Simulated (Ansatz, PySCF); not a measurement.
This PySCF input computes a BLYP/def2-TZVPD energy:

```python
from pyscf import gto, scf, dft

mol = gto.M(
    atom='''
    F    -1.17643994   -0.00568529   -0.08249748
    B     0.14184000    0.35971988    0.20792032
    O     1.23484493   -0.21842897   -0.03714054
    ''',
    basis='def2-tzvpd',
    charge=-1,
    spin=1,
    verbose=4,
)

mf = dft.UKS(mol, xc='blyp').density_fit(auxbasis='def2-universal-jkfit')
mf.grids.level = 3
mf.conv_tol = 1e-9
mf.max_cycle = 100
mf.max_memory = 1500
mf.kernel()
if not mf.converged:
    mf = mf.newton()
    mf.kernel(mf.make_rdm1())
for _ in range(2):
    mo, _, stable, _ = mf.stability(return_status=True)
    if stable:
        break
    mf.kernel(mf.make_rdm1(mo, mf.mo_occ))
mf.analyze()
```

Q: Write an input for the same energy in Ansatz (an electronic-structure program) and say what it gives.

A: 
Ansatz 0.2 input:
```yaml
crystal:
  periodic: [false, false, false]
  atoms:
    - {symbol: F, position_ang: [-1.17643994, -0.00568529, -0.08249748]}
    - {symbol: B, position_ang: [0.14184000, 0.35971988, 0.20792032]}
    - {symbol: O, position_ang: [1.23484493, -0.21842897, -0.03714054]}
basis:
  gaussian:
    orbitals: def2-TZVPD
hamiltonian:
  xc: {name: BLYP}
total_charge: -1
magnetization: {spin_polarized: true, initial_magnetization: 1}
output: {forces: true}
```
It gives -200.07511 Eh, and PySCF -200.07517 Eh, a difference of 0.06 mEh, from the treatment of integrals and grids.
